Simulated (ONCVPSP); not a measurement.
Potentials for Mg compared

Generated with ld1.x 7.5 (TM, RRKJ, ultrasoft, PAW), atompaw 4.2 or ONCVPSP 4.0.1. The cutoff is in Ry: for ld1.x and atompaw files where the sum of valence levels is converged to 10 mRy in a Bessel basis, for ONCV files where the hardest occupied wave has 1 mHa per electron of residual kinetic energy. The error is the largest all-electron minus pseudo excitation energy over each file’s own four to seven test configurations (ionisations up to +4, promotions, holes and added fractions of an electron), all of which were solved. The labels leave out finer settings (local radius, basis sizes, second energies), which also bear on the numbers. Spin-polarised tests are not counted. The rows are a selection from randomly drawn settings: files with unsolved tests, undetermined cutoffs or missed reference levels are left out.

```tsv
potential	cutoff (Ry)	largest error (meV)	bound ghosts
ONCV, PBE, scalar-relativistic, rc 1.30/0.95/1.00 (spd), local smoothed, core correction yes, reference 2s2 2p6 3s2, qcut 9.9/17.4/8.4, projectors 2/2/2	193	-1.3	none
ONCV, PBE, scalar-relativistic, rc 1.00/0.70/0.95 (spd), local smoothed, core correction yes, reference 2s2 2p6 3s2, qcut 11.4/19.1/10.2, projectors 2/3/2	262	-0.6	none
ONCV, LDA (Perdew-Wang 92), scalar-relativistic, rc 1.05/1.15/0.95 (spd), local smoothed, core correction yes, reference 2s2 2p6 3s1.75 3p0.25, qcut 12.1/13.1/8.6, projectors 2/3/2	124	-1.0	none
```

(1) Fill in the row for Mg: ONCV, LDA (Perdew-Wang 92), scalar-relativistic, rc 0.85/1.10 (sp), local smoothed, core correction no, reference 2s2 2p6, qcut 18.5/12.1, projectors 2/2.

(2) Fill in the row for Mg: ONCV, Wu-Cohen, non-relativistic, rc 1.15/1.15/0.90 (spd), local smoothed, core correction no, reference 2s2 2p6 3s2, qcut 10.8/10.8/9.7, projectors 2/2/2.

Answers

(1) cutoff 205 Ry, largest error +0.2 meV, bound ghosts: none.

(2) cutoff 102 Ry, largest error -1.3 meV, bound ghosts: none.
